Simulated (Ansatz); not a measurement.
Isolated molecules relaxed with PBE0-D4/def2-TZVP in Ansatz; ΔE leaves out vibrations. CCSD(T)/CBS adds triple-zeta CCSD(T) − MP2 to the extrapolated MP2 energy (def2 sets, frozen cores). This one scheme is used for every species, atoms too. Functionals use def2-TZVPP. No spin–orbit coupling; open shells (•) take unrestricted orbitals. Spin–orbit coupling would lower the free atoms: a little for Si; clearly for Se. For Se outer-core shells are correlated without core-valence functions, so the limit isn't a true one: a few kJ/mol of doubt a bond, and 10 to 20 or more in all where bonds break to atoms. Scalar relativity is left out up to krypton.

Consider the atomization: `[SiH2][SeH]`• → 3 H• + Se• + Si•.

Question: What is ΔE at CCSD(T)/CBS? (An estimate is asked.)

Answer: The calculation gave: +1241.2 kJ/mol.

Question: What do these levels give: PBE-D4, BLYP-D4, ωB97X-V, r2SCAN0, BHLYP, CCSD/def2-TZVPP? (Best estimate.)

Answer: The calculation gave: PBE-D4 1239.7, BLYP-D4 1230.1, ωB97X-V 1245.3, r2SCAN0 1234.8, BHLYP 1201.3, CCSD/def2-TZVPP 1184.8 kJ/mol.

Largest T1 diagnostic among the species: 0.014.

The D4 term adds +15.4 kJ/mol with B3LYP and +7.8 kJ/mol with PBE0; it sums over pairs of atoms, weighted by their polarisabilities, and B3LYP, whose exchange is more repulsive, gets the larger term. From BLYP to BHLYP (50 % exact exchange), in def2-TZVPP and without D4, ΔE moves by −8.4 kJ/mol: exact exchange takes away binding that semilocal exchange gives to molecules.

B3LYP here is the variant with VWN-RPA as its local correlation; programs differ in this.

For atomizations the MP2-based limit and the directly extrapolated one differ by several kJ/mol either way, and by 10 to 25 for some Ge, Se and Sn compounds, so smaller differences from it don't rank the levels.
